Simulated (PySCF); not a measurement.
**Ru²⁺ (ruthenium, charge +2): UHF calculation**

Configuration: [Kr] 4d6, high-spin 5D determinant. Calculation: PySCF 2.14, in def2-TZVPPD with the def2 core potential (28 electrons); scalar relativity through the core potential.

```
Total energy                                                  : -93.341646 hartree
One-electron energy                                           : -153.7517 hartree
Hartree (Coulomb) energy                                      : 69.5008 hartree
Exchange energy                                               : -9.0907 hartree
⟨S²⟩                                                          : 6.0034
⟨L²⟩                                                          : 6.033
Sum of ⟨r⟩                                                    : 18.08 bohr
Sum of ⟨r²⟩                                                   : 27.38 bohr²
Traceless quadrupole moment −½Σ⟨3z² − r²⟩ along its main axis : 0.716 e·bohr²
```

| shell | electrons | mean orbital energy (eV) | spread (eV) | rms radius, mean of both spins (bohr) |
| --- | --- | --- | --- | --- |
| 4s α | 1 | -118.86 | 0 | 1.09 |
| 4s β | 1 | -111.83 | 0 | 1.09 |
| 4p α | 3 | -84.113 | 1.585 | 1.21 |
| 4p β | 3 | -75.133 | 1.265 | 1.21 |
| 4d α | 5 | -31.950 | 1.881 | 1.65 |
| 4d β | 1 | -27.932 | 0 | 1.65 |

Energies and moments cover only the electrons outside the core potential.
